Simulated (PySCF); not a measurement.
SnI2, SMILES [I][Sn][I] (connectivity only; charge and spin as stated), neutral, multiplicity 1.

Coordinates come from a B3LYP-D3(BJ)/def2-SVP optimisation. The isomer is the one that the SMILES or the coordinates give; other isomers of the formula were not compared. The def2 effective core potentials stand for the cores of I, Sn; spin–orbit coupling is left out.

Method: TDDFT-PBE0/def2-SVPD (PySCF).

Vertical excitations. The molecule is in vacuum. State labels are in the subgroup C2v.

Q: Estimate the UV-visible absorptions. (An estimate is asked for; the answer gives what the named calculation found.)

A: 
| state | symmetry | energy (eV) | λ (nm) | f | main pairs |
|---|---|---|---|---|---|
| S1 | B1 | 2.78 | 447 | 0.004 | HOMO→LUMO 100 % |
| S2 | A2 | 2.79 | 445 | 0.000 | HOMO−1→LUMO 100 % |
| S3 | B2 | 3.36 | 369 | 0.039 | HOMO−2→LUMO 94 % |
| S4 | B1 | 3.75 | 330 | 0.005 | HOMO−4→LUMO 100 % |
| S5 | A1 | 3.85 | 322 | 0.007 | HOMO−3→LUMO 91 % |
| S6 | A2 | 4.47 | 278 | 0.000 | HOMO−5→LUMO 100 % |
| S7 | B2 | 4.55 | 272 | 0.006 | HOMO−1→LUMO+1 77 %, HOMO→LUMO+2 21 % |
| S8 | A1 | 4.63 | 268 | 0.073 | HOMO→LUMO+1 88 % |
| S9 | A2 | 4.73 | 262 | 0.000 | HOMO−2→LUMO+1 99 % |
| S10 | A1 | 4.83 | 257 | 0.001 | HOMO−1→LUMO+2 97 % |
| T1 | B1 | 2.20 | 563 | 0 | HOMO→LUMO 93 % |
| T2 | A2 | 2.69 | 462 | 0 | HOMO−1→LUMO 100 % |
| T3 | B2 | 2.83 | 437 | 0 | HOMO−2→LUMO 99 % |
| T4 | A1 | 3.12 | 397 | 0 | HOMO−3→LUMO 99 % |
Triplets are in the Tamm–Dancoff approximation, which puts them higher than full response would, so one can lie above its singlet here.
